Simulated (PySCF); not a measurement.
C4H5BO2, SMILES OB(OC=C)C#C. Atoms are numbered in the order given.

```xyz
12

C     -0.3947     3.1543     0.0000
C     -0.1677     1.9560     0.0000
B      0.1879     0.4550     0.0000
O      1.4884     0.0383     0.0000
O     -0.8473    -0.4384     0.0000
C     -0.8322    -1.8063     0.0000
C      0.2270    -2.6229     0.0000
H     -0.6117     4.2066     0.0000
H      2.1052     0.7846     0.0000
H     -1.8558    -2.1904     0.0000
H      1.2545    -2.2622     0.0000
H      0.0454    -3.6992     0.0000
```

Geometry optimised at TPSSh-D3(BJ)/def2-SVP. This is a generated structure with no PubChem entry under its InChIKey; it may be hypothetical. Other conformers were not sampled.

Two levels are set side by side: PBE/pcSseg-1 (PySCF) and PBE0/pcSseg-1 (PySCF). GIAO shifts against BF3 (¹¹B), H2O (¹⁷O), TMS (¹H), TMS (¹³C) at the same level; non-relativistic, no solvent, atoms listed together averaged. Differences are taken from unrounded values.

```
quantity              PBE
------------------  -----
δ(¹³C) of C1 (ppm)   93.4
δ(¹³C) of C2 (ppm)   88.2
δ(¹¹B) of B3 (ppm)    6.4
δ(¹⁷O) of O4 (ppm)  167.0
δ(¹⁷O) of O5 (ppm)  204.7
δ(¹³C) of C6 (ppm)  156.0
δ(¹³C) of C7 (ppm)  108.4
δ(¹H) of H8 (ppm)    2.43
δ(¹H) of H9 (ppm)    5.23
δ(¹H) of H10 (ppm)   6.72
```

**Question.** These are the PBE values. What does PBE0 give? (The exact figures need the calculation; the answer reports its results.)

**Answer.** 
```json
[
 {"quantity": "δ(¹³C) of C1 (ppm)", "PBE0": "97.4", "PBE minus PBE0": "-4.0"},
 {"quantity": "δ(¹³C) of C2 (ppm)", "PBE0": "88.9", "PBE minus PBE0": "-0.7"},
 {"quantity": "δ(¹¹B) of B3 (ppm)", "PBE0": "7.6", "PBE minus PBE0": "-1.2"},
 {"quantity": "δ(¹⁷O) of O4 (ppm)", "PBE0": "153.3", "PBE minus PBE0": "13.8"},
 {"quantity": "δ(¹⁷O) of O5 (ppm)", "PBE0": "185.9", "PBE minus PBE0": "18.9"},
 {"quantity": "δ(¹³C) of C6 (ppm)", "PBE0": "157.3", "PBE minus PBE0": "-1.3"},
 {"quantity": "δ(¹³C) of C7 (ppm)", "PBE0": "109.8", "PBE minus PBE0": "-1.3"},
 {"quantity": "δ(¹H) of H8 (ppm)", "PBE0": "2.56", "PBE minus PBE0": "-0.13"},
 {"quantity": "δ(¹H) of H9 (ppm)", "PBE0": "5.13", "PBE minus PBE0": "0.09"},
 {"quantity": "δ(¹H) of H10 (ppm)", "PBE0": "6.71", "PBE minus PBE0": "0.00"}
]
```

Rough cost on one machine, each run with all the roots and properties that it gave: PBE0 against PBE within a factor of 2.
